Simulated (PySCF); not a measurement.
Ar²⁺: interval between two levels

Ar²⁺ [Ne] 3s2 3p4 [3P2, M_J = 2] → Ar²⁺ [Ne] 3s1 3p5 [3P2, M_J = 2], as a difference of total energies. Calculation: PySCF 2.14, in x2c-TZVPall-2c (5s6p2d1f, 40 functions); the two-component X2C-1e Hamiltonian. Correlated levels: [Ne] frozen; the 6 highest virtual spinors dropped. "Screened" scales the spin-orbit matrix elements by Boettger's factors to mimic the two-electron term; Breit and QED terms are absent.

```csv
method,interval between two levels (cm⁻¹)
GHF (spin-free),138980
GMP2 (spin-free),127610
GHF (screened spin-orbit),139040
GMP2 (screened spin-orbit),127660
```

The labels give the starting determinants; with spin-orbit coupling the two ends relaxed to ⟨J²⟩ = 6.01, ⟨L²⟩ = 2.02, ⟨S²⟩ = 2.00 and ⟨J²⟩ = 6.01, ⟨L²⟩ = 2.00, ⟨S²⟩ = 2.01.
